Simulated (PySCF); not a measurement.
C₃H₁₀BNO₂.
SMILES with atom numbers: `[CH3:1][O:2][B:3]([CH2:4][NH2:5])[O:6][CH3:7]` (hydrogens: H8, H9, H10 on C1; H11, H12 on C4; H13, H14 on N5; H15, H16, H17 on C7)

Geometry (PBE0-D3(BJ)/def2-SVP, Å), atoms numbered from 1 in this order:
```xyz
17
C3H10BNO2 angstrom
C     -0.4489    1.8590    0.8341
O     -0.8940    0.6029    0.3813
B     -0.0991   -0.2918   -0.2617
C      1.4593   -0.1027   -0.5194
N      2.2077    0.2254    0.6905
O     -0.6679   -1.4311   -0.7420
C     -2.0431   -1.6944   -0.6366
H     -0.5837    2.6196    0.0460
H     -1.0647    2.1554    1.6967
H      0.6110    1.8215    1.1308
H      1.8347   -0.9885   -1.0704
H      1.5564    0.7471   -1.2225
H      2.1734   -0.5487    1.3505
H      3.1926    0.3722    0.4804
H     -2.5385   -1.0209    0.0787
H     -2.1833   -2.7367   -0.3105
H     -2.5253   -1.5784   -1.6214
```

Computed with PySCF at PBE0/pcSseg-1 and PBE0/def2-SVPD, non-relativistic, on one gas-phase PBE0-D3(BJ)/def2-SVP geometry that isn't relaxed in the solvent. The solvent is an IEF-PCM continuum (Bondi radii, 1.10 Å for H, scaled by 1.2). Specific hydrogen bonds and non-electrostatic terms are outside this model.

Gas phase at PBE0/pcSseg-1: HOMO -6.66 eV, LUMO 0.90 eV, dipole 0.57 D.

**Question.** What does the continuum do to the energy, the frontier levels and the dipole at PBE0/pcSseg-1 in dimethylsulfoxide and water?

**Answer.** 
| solvent | ε | E(solvent) − E(gas) (kcal/mol) | polarisation term (kcal/mol) | distortion of the solute (kcal/mol) | HOMO (eV) | LUMO (eV) | dipole (D) |
| --- | --- | --- | --- | --- | --- | --- | --- |
| dimethylsulfoxide | 46.83 | -5.02 | -5.52 | 0.50 | -6.67 | 0.96 | 0.67 |
| water | 78.36 | -5.10 | -5.61 | 0.51 | -6.68 | 0.96 | 0.67 |

Polarisation term: ½ Σ q·V over the induced surface charges. Distortion: the rise of the solute's own energy as its density leaves the gas-phase optimum. From dimethylsulfoxide to water the lowering changes by a factor 1.02, Onsager's factor (ε − 1)/(2ε + 1) by 1.01 and ε itself by 1.7.

**Question.** Give the dipole vector in the frame of the coordinates (D, pointing from negative to positive charge), gas and water.

**Answer.** Gas (0.51, 0.20, 0.17), solvent (0.61, 0.24, 0.13). Its length changes by +16 % and its direction by 5°.

**Question.** Which Mulliken charges (PBE0/pcSseg-1) respond most in dimethylsulfoxide (means over atoms taken as equivalent)?

**Answer.** 
```tsv
atoms	environment	gas (e)	solvent (e)	change
N5	primary amine nitrogen	-0.474	-0.501	-0.027
H13/H14	N–H hydrogen	+0.171	+0.189	+0.018
O2/O6	boron-bound oxygen	-0.509	-0.527	-0.018
C1/C7	methoxy carbon	-0.037	-0.043	-0.006
H8 (×6)	methyl hydrogen	+0.113	+0.118	+0.005
C4	sp3 carbon bound to nitrogen	-0.312	-0.307	+0.005
H11/H12	methylene hydrogen	+0.120	+0.124	+0.004
B3	three-coordinate boron	+0.616	+0.614	-0.002
```

Gas phase at PBE0/def2-SVPD: HOMO -6.80 eV, LUMO 0.36 eV, dipole 0.59 D.

**Question.** What does the continuum do to the energy, the frontier levels and the dipole at PBE0/def2-SVPD in dimethylsulfoxide?

**Answer.** 
| solvent | ε | E(solvent) − E(gas) (kcal/mol) | polarisation term (kcal/mol) | distortion of the solute (kcal/mol) | HOMO (eV) | LUMO (eV) | dipole (D) |
| --- | --- | --- | --- | --- | --- | --- | --- |
| dimethylsulfoxide | 46.83 | -4.59 | -5.15 | 0.56 | -6.77 | 0.43 | 0.70 |

The atom shares or the degeneracy of the LUMO differ from the gas phase in dimethylsulfoxide, so that column needn't follow one orbital.

**Question.** How does the static polarisability (PBE0/def2-SVPD, frozen core, with the continuum's full static response) change?

**Answer.** 
| medium | isotropic (au) | principal values (au) | ⟨r²⟩ of the electrons (bohr²) |
| --- | --- | --- | --- |
| gas | 69.1 | 58.0, 70.3, 78.9 | 941.3 |
| dimethylsulfoxide | 89.1 | 78.4, 90.3, 98.8 | 940.0 |

The isotropic value in dimethylsulfoxide is 1.29 times the gas-phase one; no cavity-field correction is applied. ⟨r²⟩ is taken about the centre of nuclear charge.
